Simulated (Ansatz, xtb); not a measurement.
The molecule CdC, multiplicity 3 (lowest of 2S+1 = 1, 3 at CCSD(T)/def2-TZVPP on PBE0 minima; our sources give no spin for the ground state, which may be another). No spin–orbit coupling. The T1 diagnostic near the minimum is 0.046, so single-reference values are doubtful.

Constants: fifth-degree fit in 1/R to seven points, most abundant isotopes. Runs in def2 and cc sets follow the lowest solution found near the PBE0 minimum.

Programs: Ansatz (Gaussian basis) for Hartree–Fock, density functionals and correlated methods; xtb for the GFN methods. Values without a source in brackets are computed. In def2 rows elements past Kr take small-core potentials, without spin–orbit coupling. The GFN methods have no spin term and hold the electronic entropy of 300 K.

```
level                 r_e (Å)  ω_e (cm⁻¹)  ω_e x_e (cm⁻¹)  dipole (D)
--------------------  -------  ----------  --------------  ----------
GFN2-xTB                2.138         473             1.4           -
SVWN5/def2-TZVPP        2.089         465             4.1        2.94
PBE/def2-TZVPP          2.156         413             4.3        3.09
r2SCAN/def2-TZVPP       2.153           ?             4.6        2.92
B97M-V/def2-TZVPP       2.204         372             5.0        2.92
B3LYP/def2-TZVPP        2.218         356             5.0        2.99
CAM-B3LYP/def2-TZVPP    2.196         372             6.0        3.04
wB97M-V/def2-TZVPP          ?           ?             5.5        3.13
```

Task: Some entries are withheld; supply them.

Result: 
- wB97M-V/def2-TZVPP, r_e (Å): 2.194
- wB97M-V/def2-TZVPP, ω_e (cm⁻¹): 387
- r2SCAN/def2-TZVPP, ω_e (cm⁻¹): 422

Doubts at one or more of the structures used: a spin-contaminated determinant (r2SCAN/def2-TZVPP, CAM-B3LYP/def2-TZVPP, wB97M-V/def2-TZVPP).

Ansatz is a quantum-chemistry and plane-wave program.
